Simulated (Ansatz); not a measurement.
The molecule KAl, multiplicity 3 (an upper state: multiplicity 1 came lower at CCSD(T)/def2-TZVPP on PBE0 minima). No spin–orbit coupling. K is treated without relativity.

The constants come from a fifth-degree fit in 1/R (seven points, main isotopes). In def2 and cc sets the state is the lowest found near the PBE0 minimum, followed along R.

Correlated levels freeze the inner cores; with def2 sets outer-core shells near the valence are correlated too.

Run with Ansatz (a quantum-chemistry and plane-wave program) with Gaussian orbitals. Values without a source in brackets are computed.

What bond length and harmonic frequency does PBE0/def2-TZVPP give, and what D_e (from each atom's lowest state at the same level)?

r_e = 3.381 Å, ω_e = 146 cm⁻¹, D_e = 0.64 eV.

What bond length and harmonic frequency does CCSD/def2-TZVPP give, and what D_e (from each atom's lowest state at the same level)?

r_e = 3.398 Å, ω_e = 147 cm⁻¹, D_e = 0.46 eV.

What bond length and harmonic frequency does CCSD(T)/def2-TZVPP give, and what D_e (from each atom's lowest state at the same level)?

r_e = 3.388 Å, ω_e = 149 cm⁻¹, D_e = 0.51 eV.
